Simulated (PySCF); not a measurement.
One molecule, one basis, several functionals.

C2H6BFO.
SMILES: `COCBF`

Torsions of this conformer, `[CH3:1][O:2][CH2:3][BH:4][F:5]`: C1–O2–C3–B4 -179°, O2–C3–B4–F5 -177°.

PySCF, pcSseg-2 basis, density fitting, gas phase, PBE0-D3(BJ)/def2-SVP geometry. One functional is left out:

```
functional  exact exchange (%)  HOMO energy (eV)  LUMO energy (eV)  dipole moment (D)
     B97-D                   0             -6.16             -1.54              1.530
      BLYP                   0             -6.04             -1.64              1.523
      BP86                   0             -6.22             -1.79              1.542
       LDA                   0             -6.23             -2.03              1.630
      OPBE                   0             -6.08             -1.52              1.519
       PBE                   0             -6.12             -1.75              1.536
     B3LYP                  20             -7.47             -0.97              1.602
      PBE0                  25             -7.70             -0.70              1.621
  mPW1PW91                  25             -7.73             -0.70              1.624
 BHandHLYP                  50             -9.25              0.31              1.683
```

Q: Predict the row of B97-2 (21 % exact exchange) by straight lines through the other rows, and check it.

A: 
| property | line | computed | computed − line | B3LYP (20 %), for comparison |
| --- | --- | --- | --- | --- |
| HOMO energy (eV) | -7.46 | -7.43 | +0.03 | -7.47 |
| LUMO energy (eV) | -0.87 | -0.68 | +0.19 | -0.97 |
| dipole moment (D) | 1.606 | 1.604 | -0.002 | 1.602 |

Q: Which of these properties follows the share of exact exchange most closely, and which least?

A: Most closely the HOMO energy, least the dipole moment; the correlations over the tabulated rows are HOMO energy -0.998, LUMO energy 0.980, dipole moment 0.842. The HOMO energy moves by -0.626 eV for every 10 %. Functionals with the same share still differ in their other parts: at 0 % BLYP and LDA differ by 0.19 eV in it.
